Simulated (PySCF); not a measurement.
## How the method changes the constants of TlCl

State: ¹Σ⁺ (singlet), closed shell. Set-up: PySCF, scalar-relativistic core potentials, basis sets Tl def2-SVP with ECP60, Cl def2-SVP. De refers to Tl + Cl in their high-spin ground configurations, without counterpoise correction. A positive dipole means Tl(−)Cl(+).

```tsv
Level	Re (Å)	ωe (cm⁻¹)	De (eV)	μ (D)
RHF	2.544	288	3.09	-4.79
RHF-MP2	2.509	307	4.01	n/a
RHF-SCS-MP2	2.519	302	3.91	n/a
RHF-CCSD	2.520	302	3.80	n/a
RHF-CCSD(T)	2.520	302	3.88	n/a
PBE	2.537	289	4.50	-3.84
revPBE	2.555	281	4.32	-4.02
BP86	2.537	290	4.44	-3.84
r²SCAN	2.523	298	4.44	-4.10
r²SCANh	2.518	300	4.37	-4.17
PBE0	2.519	298	4.33	-4.16
```

The bond length runs from 2.509 Å (RHF-MP2) to 2.555 Å (revPBE). De spans 3.09 eV (RHF, mean field) to 4.50 eV (PBE, GGA). Correlation at CCSD(T) changes the Hartree–Fock bond energy by +0.79 eV; the triples alone change it by +0.08 eV.

Correlated steps freeze 9 core orbitals. Correlated levels converge slowly with the basis: in double zeta they bind strong bonds too weakly, by up to about 1 eV, and carry superposition errors of some tenths. Spin–orbit coupling is left out, which matters for elements this heavy, above all for dissociation energies. Where the molecule has an RHF reference, its open-shell atoms are computed with UHF.
